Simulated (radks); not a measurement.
All-electron atom: Rb III in [Ar] 3d10 4s1.75 4p5.25 (fractional occupations, a model configuration). Calculated with a radial shooting solver on a logarithmic mesh with Libxc functionals: scalar-relativistic Kohn-Sham, PBE, spin-polarised, spherical densities, point nucleus; open shells are filled with parallel spins first (spin-orbit coupling, left out, can overturn this in heavy ions).

Normalised radial functions P(r) = r R(r), r in bohr:

| r | 3p down | 3d down | 4p down |
|---|---|---|---|
| 0.003232 | 0.0069 | 0.0000 | 0.0023 |
| 0.004938 | 0.0148 | 0.0001 | 0.0049 |
| 0.007607 | 0.0323 | 0.0004 | 0.0107 |
| 0.01172 | 0.0690 | 0.0014 | 0.0228 |
| 0.01805 | 0.1421 | 0.0046 | 0.0469 |
| 0.02758 | 0.2727 | 0.0144 | 0.0900 |
| 0.04248 | 0.4808 | 0.0438 | 0.1583 |
| 0.06543 | 0.7225 | 0.1230 | 0.2364 |
| 0.1008 | 0.8140 | 0.3071 | 0.2612 |
| 0.154 | 0.4481 | 0.6415 | 0.1287 |
| 0.2372 | -0.4936 | 1.0869 | -0.1895 |
| 0.3654 | -1.3893 | 1.3746 | -0.4250 |
| 0.5629 | -1.3602 | 1.2036 | -0.1727 |
| 0.8601 | -0.6458 | 0.6837 | 0.4637 |
| 1.325 | -0.1299 | 0.2185 | 0.8682 |
| 2.041 | -0.0082 | 0.0315 | 0.6512 |
| 3.143 | -0.0001 | 0.0014 | 0.2232 |
| 4.803 | 0.0000 | 0.0000 | 0.0295 |
| 7.398 | 0.0000 | 0.0000 | 0.0009 |
| 11.4 | 0.0000 | 0.0000 | 0.0000 |

3p down: eigenvalue -245.14 eV, 1 radial node at r = 0.194 bohr, <r> = 0.518 bohr, 90 % of the charge inside 0.789 bohr. 3d down: eigenvalue -124.19 eV, 0 radial nodes, <r> = 0.524 bohr, 90 % of the charge inside 0.853 bohr. 4p down: eigenvalue -33.378 eV, 2 radial nodes at r = 0.187, 0.639 bohr, <r> = 1.64 bohr, 90 % of the charge inside 2.45 bohr.
